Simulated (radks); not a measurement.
Results of a calculation; reference values are marked as such.
Q: Excited configurations of Xe+: one electron is placed in a higher orbital outside [Kr] 4d10 5s2 5p4. The ground configuration is [Kr] 4d10 5s2 5p5. Code: a radial shooting solver on a logarithmic mesh with Libxc functionals. Model: Dirac Kohn-Sham, PBEsol, spin-unpolarised, spherical densities, finite nucleus; open shells are shared between the two j in proportion to 2j + 1; Fermi nuclear charge, rms radius 4.7859 fm. Excitation = E - E(ground); binding = E(ion) - E, where the ion is the core of charge +2; n* = 2/sqrt(2 binding) in atomic units, and the quantum defect is n - n*. Eigenvalue and <r> are those of j = l + 1/2.

| outer orbital | excitation (eV) | binding (eV) | n* | quantum defect | eigenvalue (eV) | <r> (bohr) |
|---|---|---|---|---|---|---|
| 4f | 17.997 | 3.820 | 3.775 | 0.225 | -2.437 | 7.152 |
| 5d | 13.379 | 8.437 | 2.540 | 2.460 | -5.420 | 3.630 |
| 6s | 12.589 | 9.227 | 2.429 | 3.571 | -7.114 | 4.615 |
| 7s | 17.077 | 4.739 | 3.389 | 3.611 | -3.752 | 8.962 |
| 7p | 17.956 | 3.860 | 3.755 | 3.245 | -2.999 | 10.62 |

Estimate the row for 6p.

A: excitation (eV) 14.915; binding (eV) 6.901; n* 2.808; quantum defect 3.192; eigenvalue (eV) -5.217; <r> (bohr) 5.767. The Delta-SCF ionisation energy is 21.816 eV (NIST Atomic Spectra Database: 20.975 eV, semi-empirical). Self-interaction in the functional shifts the binding energies and quantum defects, so they are the method's values and not measured ones. Spin polarisation and multiplet splitting are left out, so open shells lie too high by an amount that depends on their filling. Sharing an open shell by 2j + 1 raises it above the true ground level by a part of the spin-orbit splitting, which enters the differences from NIST.

Beside tabulated values, note that spin-unpolarised runs miss the spin-polarisation part of the exchange energy of open shells.
